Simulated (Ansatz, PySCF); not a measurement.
Gas-phase reaction in SMILES: F[SiH2][SiH](F)F -> F[SiH2][Si](F)F + H atom (the H-Si bond at the site shown breaks; other sites are not compared here)
Geometries: B3LYP-D3(BJ)/def2-TZVP minima from Ansatz (a first-principles code), one conformer each, not searched for the lowest.

Property: bond dissociation energy (enthalpy at 298 K, with B3LYP-D3(BJ) rigid-rotor harmonic-oscillator terms from PySCF), in kcal/mol. Cores are frozen in the correlated levels unless marked. UHF or UKS for open shells. Spin-orbit coupling is left out. Non-relativistic. CBS(X,Y): correlation extrapolated as X^-3; Hartree-Fock from the larger set.

Level to compare with: CCSD(T)/CBS(cc-pV(T+d)Z,cc-pV(Q+d)Z) (Ansatz), 93.3 kcal/mol. It is a level with limits of its own, and the differences hold the functionals' basis error too.

### Question
Rank these functionals by how close they come to CCSD(T)/CBS(cc-pV(T+d)Z,cc-pV(Q+d)Z), closest first: CAM-B3LYP/def2-TZVPD (Ansatz); r2SCAN0/def2-TZVPD (Ansatz); r2SCAN/def2-TZVPD (Ansatz).

### Answer
CAM-B3LYP/def2-TZVPD (range-separated hybrid, 90.1 kcal/mol, difference -3.2), r2SCAN0/def2-TZVPD (hybrid meta-GGA, 87.8 kcal/mol, difference -5.5), r2SCAN/def2-TZVPD (meta-GGA, 86.7 kcal/mol, difference -6.6)
